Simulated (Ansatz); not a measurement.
Species: SiPH4, charge 0, multiplicity 2. SMILES: [SiH3][PH]
Geometry: optimised at B3LYP-D3(BJ)/def2-TZVP (Ansatz, a quantum-chemistry and plane-wave program).

Wanted: size of the dipole moment, in D. Terms: dispersion terms only where a functional's name holds one; LANL2DZ with its own core potentials from Na on; spin-orbit terms left out; 6-311+G** with 5d, 6d on Na to Ar in Ansatz; UHF or UKS for open shells; six Cartesian d functions in 6-31G* and its kin unless marked 5d; non-relativistic. Ab initio and DFT rows: single points at B3LYP-D3(BJ) geometries (Ansatz).

```csv
level,program,size of the dipole moment (D)
B3LYP/STO-3G,Ansatz,0.32
B3LYP/3-21G,Ansatz,1.18
B3LYP/LANL2DZ,Ansatz,1.12
B3LYP/6-31G,Ansatz,1.20
B3LYP/6-31G*,Ansatz,0.86
B3LYP/6-31+G*,Ansatz,0.84
B3LYP/6-31G**,Ansatz,0.86
B3LYP/def2-SVP,Ansatz,0.69
B3LYP/cc-pVDZ,Ansatz,0.64
B3LYP/6-311+G**,Ansatz,0.80
```

No value to compare with is used here. The 10 habitual levels span 0.32 (B3LYP/STO-3G) to 1.20 D (B3LYP/6-31G).

The sets are all those run for this method; runs whose electronic state is in doubt are left out.
